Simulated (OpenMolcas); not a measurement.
## How methods differ on GaBH3ClO (SMILES O[B](Cl)[GaH2])

The species is GaBH3ClO (7 atoms), meant as a singlet with charge 0. As SMILES, `O[B](Cl)[GaH2]`. The coordinates come from a PBE0-D4/def2-TZVP relaxation. This is one conformer, not always the lowest.

Quantity: the vertical ionisation energy (to the doublet cation), in eV. The values are calculated.

```tsv
level	kind	program	value (eV)	CPU time (all runs)
HF/6-31G* (spherical functions)	Hartree–Fock	OpenMolcas	9.37	20 s
SVWN5/6-31G* (spherical functions)	LDA	OpenMolcas	9.59	45 s
PBE/6-31G* (spherical functions)	GGA	OpenMolcas	9.45	67 s
revPBE/6-31G* (spherical functions)	GGA	OpenMolcas	9.40	68 s
M06-L/6-31G* (spherical functions)	meta-GGA	OpenMolcas	9.60	80 s
r2SCAN/6-31G* (spherical functions)	meta-GGA	OpenMolcas	9.62	78 s
B3LYP/6-31G* (spherical functions)	global hybrid	OpenMolcas	9.72	59 s
BHLYP/6-31G* (spherical functions)	global hybrid	OpenMolcas	9.88	57 s
```

All-electron rows without a relativistic Hamiltonian named are non-relativistic. The values span 9.37 to 9.88 eV. CPU times are rough (shared hosts, several kinds of processor and program).
